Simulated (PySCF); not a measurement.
Ge(H)3(tBu) (C4H12Ge), SMILES C[C](C)(C)[GeH3].

Coordinates come from a B3LYP-D3(BJ)/def2-SVP optimisation. The isomer is the one that the SMILES or the coordinates give; other isomers of the formula were not compared.

Two levels are set side by side: TDA-PBE/def2-SVPD (PySCF) and TDA-B3LYP/def2-SVPD (PySCF). Vertical, same geometry. The lowest singlet is HOMO→LUMO 99 % with PBE and HOMO→LUMO 99 % with the other functional; states are paired by order. Differences are taken from unrounded values.

| quantity | TDA-B3LYP | TDA-PBE | TDA-PBE minus TDA-B3LYP |
|---|---|---|---|
| lowest singlet excitation (eV) | 6.73 | 6.24 | -0.49 |
| lowest triplet excitation (TDA) (eV) | 6.54 | 6.07 | -0.48 |
| first bright state (f over 0.05) (eV) | 7.63 | 7.22 | -0.41 |
| its oscillator strength | 0.39 | 0.31 | -0.09 |

A lower first singlet is the usual sign of a functional without exact exchange. Differences between two approximate levels are no errors against the true value.

Rough cost on one machine, each run with all the roots and properties that it gave: TDA-B3LYP against TDA-PBE about 3 times.
